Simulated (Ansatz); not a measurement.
Stepwise reaction of `C#[C][Ge]([F])([F])[C]#C` with hydrogen fluoride, as a gas-phase model of exchange steps in deposition or etching. ΔE in kJ/mol; ΔG adds harmonic PBE0-D4 terms to CCSD(T)/CBS, at 1 bar.

Isolated molecules relaxed with PBE0-D4/def2-TZVP in Ansatz; ΔE leaves out vibrations. CBS: MP2 limit from def2 TZ/QZ plus the TZ coupled-cluster correction, frozen cores. This one scheme is used for every species. DFT in def2-TZVPP. B3LYP here is the variant with VWN-RPA as its local correlation; programs differ in this. For Ge outer-core shells are correlated without core-valence functions, which leaves a few kJ/mol of doubt a bond. Scalar relativity is left out up to krypton.

```tsv
step	reaction	PBE-D4	B3LYP-D4	ωB97M-V	CCSD(T)/CBS	ΔG(500 K)
2	`C#[C][Ge]([F])([F])[F]` + H–F → `[F][Ge]([F])([F])[F]` + `C#C`	-30.8	-35.3	-37.1	-27.7	-19.6
```

(1) Give the row of step 1, `C#[C][Ge]([F])([F])[C]#C` + H–F → `C#[C][Ge]([F])([F])[F]` + `C#C`. (Best estimate.)

(2) By hand: ΔE of the 2 steps together at CCSD(T)/CBS.

Answers

(1) Computed: 
```
step                                                             reaction  PBE-D4  B3LYP-D4  ωB97M-V  CCSD(T)/CBS  ΔG(500 K)
   1  `C#[C][Ge]([F])([F])[C]#C` + H–F → `C#[C][Ge]([F])([F])[F]` + `C#C`   -43.5     -49.0    -50.4        -41.4      -37.4
```

(2) (-41.4) + (-27.7) = -69.1 kJ/mol, or -34.5 kJ/mol a step.

In ΔE each step is higher than the one before. All are downhill at CCSD(T)/CBS. ΔG lies between -37.4 and -19.6 kJ/mol a step. PBE-D4 differs from CCSD(T)/CBS by -3.1 to -2.1 kJ/mol a step. Only this route is followed, and other bonds may react first. Isolated molecules leave out the surface, adducts and barriers. Largest T1 diagnostic: 0.013.
